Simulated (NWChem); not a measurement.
System: MoN$_{2}$H$_{3}$OF; SMILES [NH]=[Mo]([NH2])(=[O])[F]

Excerpt of the output:

```
             Northwest Computational Chemistry Package (NWChem) 7.3.0
             --------------------------------------------------------

 C1  symmetry detected

                             Geometry "geometry" -> ""
                             -------------------------

 Output coordinates in angstroms (scale by  1.889725989 to convert to a.u.)

  No.       Tag          Charge          X              Y              Z
 ---- ---------------- ---------- -------------- -------------- --------------
    1 Mo                  42.0000    -0.04882750     0.02271694     0.02076250
    2 O                    8.0000    -0.91579946    -0.07815203     1.45094460
    3 N                    7.0000    -1.06243817    -0.24644108    -1.34911926
    4 H                    1.0000    -2.01347157    -0.41716193    -1.67462711
    5 F                    9.0000     0.76574997     1.69042504    -0.13166890
    6 N                    7.0000     1.25686117    -1.38218948    -0.02515626
    7 H                    1.0000     1.70877811    -1.73092874     0.81708157
    8 H                    1.0000     1.42913329    -1.99421587    -0.81708736

 Effective nuclear repulsion energy (a.u.)     497.1381951857

 Summary of "ao basis" -> "ao basis" (spherical)
 ------------------------------------------------------------------------------
       Tag                 Description            Shells   Functions and Types
 ---------------- ------------------------------  ------  ---------------------
 Mo                         def2-svp                11       31   5s3p2d1f
 O                          def2-svp                 6       14   3s2p1d
 N                          def2-svp                 6       14   3s2p1d
 H                          def2-svp                 3        5   2s1p
 F                          def2-svp                 6       14   3s2p1d

            General Information
            -------------------
          SCF calculation type: DFT
          Wavefunction type:  closed shell.
          No. of atoms     :     8
          No. of electrons :    48
           Alpha electrons :    24
            Beta electrons :    24
          Charge           :     0
          Spin multiplicity:     1
          Use of symmetry is: off; symmetry adaption is: off
          Maximum number of iterations: 150
          AO basis - number of functions:   102
                     number of shells:    44
          Convergence on energy requested:  1.00D-06
          Convergence on density requested:  1.00D-05
          Convergence on gradient requested:  5.00D-04

              XC Information
              --------------
          PerdewBurkeErnzerhof Exchange Functional  1.000
            Perdew 1991 LDA Correlation Functional  1.000 local
           PerdewBurkeErnz. Correlation Functional  1.000 non-local

             Grid Information
             ----------------
          Grid used for XC integration:  medium
          Radial quadrature: Mura-Knowles
          Angular quadrature: Lebedev.
          Tag              B.-S. Rad. Rad. Pts. Rad. Cut. Ang. Pts.
          ---              ---------- --------- --------- ---------
          Mo                  1.45      123           9.0       590
          O                   0.60       49          10.0       434
          N                   0.65       49          10.0       434
          H                   0.35       45          12.0       434
          F                   0.50       49          10.0       434
          Grid pruning is: on
          Number of quadrature shells:   454
          Spatial weights used:  Erf1

      Superposition of Atomic Density Guess
      -------------------------------------

 Sum of atomic energies:        -361.26185338

      Non-variational initial energy
      ------------------------------

 Total energy =    -352.030342
 1-e energy   =    -949.786381
 2-e energy   =     374.084434
 HOMO         =      -0.366250
 LUMO         =      -0.027766

     ---------------------------------------------
      Total Density - Mulliken Population Analysis
     ---------------------------------------------

    Atom       Charge   Shell Charges
 -----------   ------   -------------------------------------------------------
    1 Mo  14    11.15  -0.39  1.55  0.87  0.20  0.05  5.95  0.27  0.11  2.11  0.35  0.09
    2 O    8     9.09   1.99  1.16  0.76  3.17  2.00  0.01
    3 N    7     8.04   1.99  1.10  0.58  2.63  1.74  0.01
    4 H    1     0.74   0.58  0.12  0.04
    5 F    9     9.67   1.99  1.15  0.81  3.54  2.17  0.00
    6 N    7     7.84   1.99  1.03  0.49  2.59  1.74  0.01
    7 H    1     0.73   0.58  0.11  0.04
    8 H    1     0.73   0.58  0.11  0.04

   convergence    iter        energy       DeltaE   RMS-Dens  Diis-err
 ---------------- ----- ----------------- --------- --------- ---------
 d= 0,ls=0.0,diis     1   -353.7499736025 -5.77D+02  5.51D-02  4.00D+00
 d= 0,ls=0.0,diis     2   -344.1194236971  9.63D+00  4.93D-02  6.26D+01
 d= 0,ls=0.0,diis     3   -353.6350466533 -9.52D+00  1.46D-02  6.04D+00
 d= 0,ls=0.0,diis     4   -354.2106896026 -5.76D-01  5.43D-03  3.67D-01
 d= 0,ls=0.0,diis     5   -354.2065354553  4.15D-03  3.91D-03  3.66D-01
  Resetting Diis
 d= 0,ls=0.0,diis     6   -354.2450652200 -3.85D-02  1.16D-03  4.08D-02
 d= 0,ls=0.0,diis     7   -354.2490849020 -4.02D-03  1.19D-03  3.38D-03
 d= 0,ls=0.0,diis     8   -354.2460331473  3.05D-03  9.91D-04  3.02D-02
 d= 0,ls=0.0,diis     9   -354.2492688009 -3.24D-03  2.54D-04  1.66D-03
 d= 0,ls=0.0,diis    10   -354.2494483653 -1.80D-04  7.21D-05  1.72D-04
 d= 0,ls=0.0,diis    11   -354.2494669560 -1.86D-05  1.07D-05  8.10D-07
 d= 0,ls=0.0,diis    12   -354.2494668172  1.39D-07  7.30D-06  2.13D-06

         Total DFT energy =     -354.249466817219
      One electron energy =     -954.884044414504
           Coulomb energy =      418.460255058654
    Exchange-Corr. energy =      -41.497281714488
 Nuclear repulsion energy =      223.671604253119

 Numeric. integr. density =       48.000001675946

                       DFT Final Molecular Orbital Analysis
                       ------------------------------------

 Vector   22  Occ=2.000000D+00  E=-2.782274D-01
              MO Center= -3.1D-01, -3.6D-01, -4.0D-01, r^2= 3.1D+00
   Bfn.  Coefficient  Atom+Function         Bfn.  Coefficient  Atom+Function
  ----- ------------  ---------------      ----- ------------  ---------------
    50      0.345423  3 N  py                53     -0.249193  3 N  py
    82      0.214654  6 N  px                 7      0.202664  1 Mo py
    19     -0.166631  1 Mo d  2              16      0.164164  1 Mo d -1
    36     -0.164135  2 O  py                85     -0.164314  6 N  px
    35     -0.160181  2 O  px                49     -0.159384  3 N  px

 Vector   23  Occ=2.000000D+00  E=-2.558945D-01
              MO Center= -2.2D-01, -2.2D-01, -3.2D-01, r^2= 3.5D+00
   Bfn.  Coefficient  Atom+Function         Bfn.  Coefficient  Atom+Function
  ----- ------------  ---------------      ----- ------------  ---------------
    50      0.287067  3 N  py                35      0.262641  2 O  px
    51     -0.219502  3 N  pz                53     -0.220572  3 N  py
    83     -0.217810  6 N  py                38      0.186100  2 O  px
    86      0.179021  6 N  py                82     -0.172980  6 N  px
    54      0.165292  3 N  pz                15      0.147616  1 Mo d -2

 Vector   24  Occ=2.000000D+00  E=-2.428520D-01
              MO Center= -6.3D-02, -6.4D-01, -3.9D-01, r^2= 3.4D+00
   Bfn.  Coefficient  Atom+Function         Bfn.  Coefficient  Atom+Function
  ----- ------------  ---------------      ----- ------------  ---------------
    51      0.328233  3 N  pz                82     -0.282089  6 N  px
    54     -0.248881  3 N  pz                85      0.237812  6 N  px
    83     -0.233235  6 N  py                49     -0.196788  3 N  px
    86      0.184693  6 N  py                35     -0.169189  2 O  px
    37      0.158987  2 O  pz                 6     -0.146272  1 Mo px

 Vector   25  Occ=0.000000D+00  E=-8.805377D-02
              MO Center= -1.6D-01, -1.1D-01, -9.4D-02, r^2= 2.3D+00
   Bfn.  Coefficient  Atom+Function         Bfn.  Coefficient  Atom+Function
  ----- ------------  ---------------      ----- ------------  ---------------
    16      0.551251  1 Mo d -1              19     -0.544068  1 Mo d  2
    36     -0.227427  2 O  py                53      0.228452  3 N  py
    50     -0.217863  3 N  py                39     -0.191713  2 O  py
    54      0.162173  3 N  pz                51     -0.154868  3 N  pz
    17      0.145235  1 Mo d  0              94      0.145644  7 H  s

 Vector   26  Occ=0.000000D+00  E=-8.225651D-02
              MO Center= -1.3D-01, -1.2D-01, -1.8D-02, r^2= 2.2D+00
   Bfn.  Coefficient  Atom+Function         Bfn.  Coefficient  Atom+Function
  ----- ------------  ---------------      ----- ------------  ---------------
    16      0.528161  1 Mo d -1              19      0.490441  1 Mo d  2
    17     -0.242690  1 Mo d  0              18      0.233716  1 Mo d  1
    50     -0.217446  3 N  py                53      0.209177  3 N  py
    15      0.179291  1 Mo d -2              85     -0.168133  6 N  px
    36     -0.165730  2 O  py                82      0.163812  6 N  px

 Vector   27  Occ=0.000000D+00  E=-4.479145D-02
              MO Center= -1.3D-01,  3.5D-02, -2.7D-02, r^2= 2.5D+00
   Bfn.  Coefficient  Atom+Function         Bfn.  Coefficient  Atom+Function
  ----- ------------  ---------------      ----- ------------  ---------------
    15      0.637273  1 Mo d -2              19     -0.321903  1 Mo d  2
    17     -0.316428  1 Mo d  0               5      0.244710  1 Mo s
    69     -0.231386  5 F  py                81      0.232177  6 N  s
    67     -0.212822  5 F  s                 36      0.207714  2 O  py
    48      0.207162  3 N  s                 39      0.196526  2 O  py

     ---------------------------------------------
      Total Density - Mulliken Population Analysis
     ---------------------------------------------

    Atom       Charge   Shell Charges
 -----------   ------   -------------------------------------------------------
    1 Mo  14    13.15  -0.40  1.64  0.81  0.21  0.01  6.00  0.46  0.20  3.58  0.55  0.09
    2 O    8     8.32   1.99  1.13  0.77  2.76  1.65  0.01
    3 N    7     7.32   1.99  1.05  0.57  2.34  1.37  0.01
    4 H    1     0.85   0.70  0.10  0.04
    5 F    9     9.32   1.99  1.13  0.83  3.32  2.05  0.00
    6 N    7     7.36   1.99  0.99  0.48  2.44  1.46  0.01
    7 H    1     0.84   0.70  0.10  0.04
    8 H    1     0.84   0.70  0.09  0.04

     -------------------------------------------
      Total Density - Lowdin Population Analysis
     -------------------------------------------

    Atom       Charge   Shell Charges
 -----------   ------   -------------------------------------------------------
    1 Mo  14    13.92   0.00  0.98  0.91  0.30  0.11  5.61  0.94  0.32  3.29  1.30  0.15
    2 O    8     8.10   1.98  0.98  0.67  2.63  1.82  0.02
    3 N    7     7.07   1.97  0.80  0.48  2.18  1.61  0.03
    4 H    1     0.90   0.58  0.20  0.13
    5 F    9     9.13   1.98  1.03  0.76  3.20  2.17  0.01
    6 N    7     7.07   1.97  0.72  0.43  2.24  1.70  0.03
    7 H    1     0.90   0.58  0.19  0.12
    8 H    1     0.90   0.58  0.19  0.13

     Multipole analysis of the density
     ---------------------------------

     L   x y z        total         alpha         beta         nuclear
     -   - - -        -----         -----         ----         -------
     0   0 0 0     -0.000000    -24.000000    -24.000000     48.000000

     1   1 0 0      0.297228     -1.143174     -1.143174      2.583577
     1   0 1 0     -1.094973      0.053517      0.053517     -1.202006
     1   0 0 1     -0.413108      0.342742      0.342742     -1.098592

     2   2 0 0    -29.812403    -86.320311    -86.320311    142.828219
     2   1 1 0     -3.427331      3.801027      3.801027    -11.029385
     2   1 0 1      3.694091     -1.475200     -1.475200      6.644491
     2   0 2 0    -32.065267    -99.451304    -99.451304    166.837340
     2   0 1 1      0.870050     -0.601895     -0.601895      2.073840
     2   0 0 2    -33.893954    -77.456709    -77.456709    121.019465
```

Level: PBE/def2-SVP with def2 effective core potentials on Mo. All runs use the structure optimised with PBE0/def2-SVP. Not confirmed as a minimum by frequencies. def2 effective core potentials on Mo; no spin-orbit coupling.

Which NWChem input produces such a log?

One answer among several that fit: the input that was run:
```
start job
memory heap 200 mb stack 900 mb global 1100 mb
geometry units angstroms noautoz
  Mo    -0.031869     0.023866     0.004921
  O      0.025176    -0.198479     1.664603
  N     -1.646883    -0.094923    -0.590098
  H     -2.629273    -0.216976    -0.346011
  F      0.675437     1.683993    -0.455208
  N      0.935294    -1.392800    -0.854350
  H      1.750859    -1.828544    -0.429858
  H      0.602248    -1.928995    -1.649953
end
basis spherical
  Mo library def2-svp
  O library def2-svp
  N library def2-svp
  H library def2-svp
  F library def2-svp
end
ecp
  Mo library def2-ecp
end
dft
  xc xpbe96 cpbe96
  iterations 150
  mulliken
end
task dft energy
```
